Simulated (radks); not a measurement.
Kr I, 36 electrons, occupied as [Kr] (the NIST ground configuration). Method: Dirac Kohn-Sham, exchange-only PBE, spin-unpolarised, spherical densities, finite nucleus; Fermi nuclear charge, rms radius 4.1884 fm; computed with a radial shooting solver on a logarithmic mesh with Libxc functionals.

Normalised radial functions P(r) = r R(r) (large component), r in bohr:

| r | 3p3/2 | 3d3/2 |
|---|---|---|
| 0.006154 | 0.0185 | 0.0002 |
| 0.006994 | 0.0235 | 0.0003 |
| 0.008013 | 0.0302 | 0.0005 |
| 0.00918 | 0.0388 | 0.0007 |
| 0.01052 | 0.0496 | 0.0010 |
| 0.01205 | 0.0631 | 0.0014 |
| 0.01381 | 0.0801 | 0.0020 |
| 0.01582 | 0.1012 | 0.0029 |
| 0.01812 | 0.1271 | 0.0043 |
| 0.0206 | 0.1567 | 0.0060 |
| 0.0236 | 0.1943 | 0.0087 |
| 0.02703 | 0.2391 | 0.0124 |
| 0.03097 | 0.2916 | 0.0177 |
| 0.03548 | 0.3518 | 0.0252 |
| 0.04065 | 0.4193 | 0.0355 |
| 0.04658 | 0.4925 | 0.0498 |
| 0.05336 | 0.5691 | 0.0692 |
| 0.06065 | 0.6403 | 0.0935 |
| 0.06948 | 0.7095 | 0.1275 |
| 0.07961 | 0.7643 | 0.1719 |
| 0.0912 | 0.7952 | 0.2286 |
| 0.1045 | 0.7910 | 0.2998 |
| 0.1197 | 0.7406 | 0.3867 |
| 0.1372 | 0.6341 | 0.4899 |
| 0.1571 | 0.4654 | 0.6085 |
| 0.1786 | 0.2496 | 0.7315 |
| 0.2046 | -0.0327 | 0.8693 |
| 0.2344 | -0.3525 | 1.0066 |
| 0.2686 | -0.6836 | 1.1336 |
| 0.3077 | -0.9930 | 1.2390 |
| 0.3525 | -1.2460 | 1.3112 |
| 0.4039 | -1.4122 | 1.3402 |
| 0.4627 | -1.4730 | 1.3204 |
| 0.5259 | -1.4317 | 1.2570 |
| 0.6025 | -1.2966 | 1.1471 |
| 0.6903 | -1.0944 | 1.0033 |
| 0.7908 | -0.8592 | 0.8387 |
| 0.906 | -0.6253 | 0.6677 |
| 1.038 | -0.4195 | 0.5043 |
| 1.189 | -0.2578 | 0.3598 |
| 1.363 | -0.1440 | 0.2411 |
| 1.549 | -0.0755 | 0.1551 |
| 1.774 | -0.0338 | 0.0899 |
| 2.033 | -0.0133 | 0.0478 |
| 2.329 | -0.0045 | 0.0230 |
| 2.668 | -0.0013 | 0.0099 |
| 3.057 | -0.0003 | 0.0038 |
| 3.502 | -0.0001 | 0.0013 |
| 4.012 | 0.0000 | 0.0004 |
| 4.56 | 0.0000 | 0.0001 |
| 5.224 | 0.0000 | 0.0000 |
| 5.985 | 0.0000 | 0.0000 |
| 6.857 | 0.0000 | 0.0000 |

3p3/2: eigenvalue -191.33 eV, 1 radial node at r = 0.202 bohr, <r> = 0.544 bohr, 90 % of the charge inside 0.830 bohr. 3d3/2: eigenvalue -81.008 eV, 0 radial nodes, <r> = 0.554 bohr, 90 % of the charge inside 0.908 bohr.
